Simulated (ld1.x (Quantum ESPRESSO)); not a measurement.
**Transferability test, ultrasoft potential for aluminium**

aluminium (Al), ultrasoft, made with ld1.x (Quantum ESPRESSO) 7.5 (PBE, non-relativistic). Core [Ne], reference 3s2 3p1. Waves: 3s (bound): rcut 1.45, rcutus 2.00 bohr; 3s channel at 0.1 Ry: rcut 1.45, rcutus 2.00 bohr; 3p (bound): rcut 2.30, rcutus 2.80 bohr; 3p channel at 4.2 Ry: rcut 2.30, rcutus 2.80 bohr; 3d channel at -0.1 Ry: rcut 2.10, rcutus 2.65 bohr. Local part: all-electron potential smoothed inside 2.20 bohr (lloc = -1). Core correction: a·sin(br)/r model core inside 1.20 bohr. Augmentation charge: built from norm-conserving waves at rcut, not smoothed further.

Energies are relative to the spin-unpolarised reference configuration 3s2 3p1; without spin polarisation the order of configurations can differ from experiment.

| valence configuration | charge | ΔE all-electron (eV) | error AE − PS (meV) |
| --- | --- | --- | --- |
| 3s2 3p0 | +1 | 5.771 | +0.6 |
| 3s1 3p0 | +2 | 24.963 | +6.8 |
| 3s2 3p0.5 | +0.5 | 2.090 | -0.8 |
| 3s1 3p2 | 0 | 5.107 | -6.6 |
| 3s0 3p3 | 0 | 10.383 | -34 |
| 3s2 3p1.3 | -0.3 | -0.577 | -0.3 |
| 3s1 3p1 | +1 | 11.543 | -22 |

Levels in the configuration 3s2 3p1.3:

```json
{"level": "3s", "all-electron (eV)": "-5.974", "pseudo (eV)": "-5.971"}
{"level": "3p", "all-electron (eV)": "-1.160", "pseudo (eV)": "-1.158"}
```

A Bessel basis up to 400 Ry misses an occupied level by 0.21 Ry, so cutoffs and ghosts were not judged.
